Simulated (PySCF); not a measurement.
C₃H₈O₂Si, SMILES O[C@H]1CO[SiH2]C1. Atoms are numbered in the order given.

```xyz
14

O     -1.5164     0.0891     1.1392
C     -1.1961     0.2450    -0.2241
C     -0.1911     1.3941    -0.3038
O      1.0878     0.9358     0.0794
Si     1.2202    -0.7387     0.0210
C     -0.4840    -1.0077    -0.7529
H     -2.0082    -0.7319     1.2425
H     -2.0973     0.4931    -0.8204
H     -0.5114     2.2033     0.3714
H     -0.1605     1.7936    -1.3346
H      2.3609    -1.1499    -0.8487
H      1.4124    -1.3448     1.3700
H     -1.0209    -1.9311    -0.4863
H     -0.4014    -0.9788    -1.8524
```

The structure is a stationary point at PBE0-D3(BJ)/def2-SVP. The structure was generated by enumeration; whether it is a known compound was not checked. One conformer was computed; it need not be the lowest.

Calculation: r2SCAN/def2-TZVP in PySCF.

ESP charges are fitted to the potential on shells at 1.4 to 2.0 van der Waals radii. Atomic charges (e):

| atom | meta-Löwdin | ESP fit |
|---|---|---|
| O1 | -0.54 | -0.60 |
| C2 | 0.12 | 0.31 |
| C3 | 0.00 | -0.05 |
| O4 | -0.62 | -0.35 |
| Si5 | 0.86 | (withheld) |
| C6 | -0.49 | -0.47 |
| H7 | 0.34 | (withheld) |
| H8 | 0.09 | (withheld) |
| H9 | 0.12 | (withheld) |
| H10 | 0.10 | (withheld) |
| H11 | -0.12 | -0.12 |
| H12 | -0.12 | -0.10 |
| H13 | 0.12 | (withheld) |
| H14 | 0.13 | (withheld) |

Some entries are withheld; supply them. (Estimate from the structure and the level; the computed values follow.)


- Si5, ESP fit: 0.55
- H7, ESP fit: 0.40
- H8, ESP fit: -0.01
- H9, ESP fit: 0.11
- H10, ESP fit: 0.07
- H13, ESP fit: 0.12
- H14, ESP fit: 0.14

Give the Mayer and Wiberg (Löwdin basis) orders of the bonds. (The exact figures need the calculation; the answer reports its results.)


```
bond     Mayer  Wiberg
-------  -----  ------
O1–C2     1.01    1.55
C2–C3     0.95    1.17
C3–O4     0.98    1.49
O4–Si5    1.12    1.46
C2–C6     0.95    1.20
Si5–C6    0.98    1.09
O1–H7     0.90    1.02
C2–H8     0.95    0.83
C3–H9     0.95    0.87
C3–H10    0.96    0.87
Si5–H11   0.94    0.94
Si5–H12   0.93    0.94
C6–H13    0.95    0.86
C6–H14    0.94    0.84
```
